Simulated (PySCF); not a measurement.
# How far are cheaper levels from CCSD(T)/CBS for KCa?

PySCF; the state is a doublet (σ ↑). The composite is CCSD(T) extrapolated to the basis-set limit from two correlation-consistent sets, with core-valence (CV) and scalar-relativistic (SR) terms as its label shows; it has no spin–orbit coupling and nothing beyond (T). Here it is CCSD(T)/CBS(DT). It gives Re = 4.238 Å, ωe = 67.7 cm⁻¹ and De = 0.15 eV to K + Ca.

```json
{"level": "ROHF-MP2", "basis": "x2c-SVPall", "relativity": "spin-free X2C", "Re (Å)": "4.531", "ωe (cm⁻¹)": "53.7", "De (eV)": "0.10"}
{"level": "ROHF-MP2", "basis": "def2-SVP", "relativity": "no relativity", "Re (Å)": "4.534", "ωe (cm⁻¹)": "54.0", "De (eV)": "0.10"}
{"level": "ROHF-SCS-MP2", "basis": "x2c-SVPall", "relativity": "spin-free X2C", "Re (Å)": "4.581", "ωe (cm⁻¹)": "50.5", "De (eV)": "0.08"}
{"level": "ROHF-CCSD", "basis": "def2-SVP", "relativity": "no relativity", "Re (Å)": "4.440", "ωe (cm⁻¹)": "60.5", "De (eV)": "0.12"}
{"level": "ROHF-CCSD(T)", "basis": "x2c-SVPall", "relativity": "spin-free X2C", "Re (Å)": "4.395", "ωe (cm⁻¹)": "63.6", "De (eV)": "0.14"}
{"level": "ROHF-CCSD(T)", "basis": "def2-SVP", "relativity": "no relativity", "Re (Å)": "4.396", "ωe (cm⁻¹)": "64.1", "De (eV)": "0.14"}
{"level": "PBE", "basis": "x2c-SVPall", "relativity": "spin-free X2C", "Re (Å)": "4.217", "ωe (cm⁻¹)": "77.8", "De (eV)": "0.26"}
{"level": "PW91", "basis": "x2c-SVPall", "relativity": "spin-free X2C", "Re (Å)": "4.194", "ωe (cm⁻¹)": "79.6", "De (eV)": "0.28"}
{"level": "r²SCAN", "basis": "def2-SVP", "relativity": "no relativity", "Re (Å)": "4.280", "ωe (cm⁻¹)": "77.7", "De (eV)": "0.28"}
{"level": "PBE0", "basis": "def2-SVP", "relativity": "no relativity", "Re (Å)": "4.260", "ωe (cm⁻¹)": "76.1", "De (eV)": "0.23"}
```

**Question.** Give the difference of each row from the composite.

**Answer.** 

| level | basis | ΔRe (pm) | Δωe (%) | ΔDe (eV) |
| --- | --- | --- | --- | --- |
| ROHF-MP2 | x2c-SVPall | +29.3 | -20.7 | -0.05 |
| ROHF-MP2 | def2-SVP | +29.6 | -20.2 | -0.05 |
| ROHF-SCS-MP2 | x2c-SVPall | +34.3 | -25.4 | -0.07 |
| ROHF-CCSD | def2-SVP | +20.2 | -10.6 | -0.03 |
| ROHF-CCSD(T) | x2c-SVPall | +15.7 | -6.1 | -0.01 |
| ROHF-CCSD(T) | def2-SVP | +15.8 | -5.3 | -0.01 |
| PBE | x2c-SVPall | -2.1 | +14.9 | +0.11 |
| PW91 | x2c-SVPall | -4.4 | +17.6 | +0.13 |
| r²SCAN | def2-SVP | +4.2 | +14.8 | +0.13 |
| PBE0 | def2-SVP | +2.2 | +12.4 | +0.08 |

**Question.** Which rows come closest in De?

**Answer.** ROHF-CCSD(T) in x2c-SVPall (-0.01 eV); ROHF-CCSD(T) in def2-SVP (-0.01 eV), counted from the composite.

Correlated steps freeze 10 core orbitals. The bond is weak. Basis-set superposition, not corrected here, can be much of De in a small basis, most of all at correlated wavefunction levels. Functionals without a dispersion term scatter widely for such bonds, and LDA overbinds them. The state is the lowest determinant that a PBE0 search found; another state may lie lower at other levels.
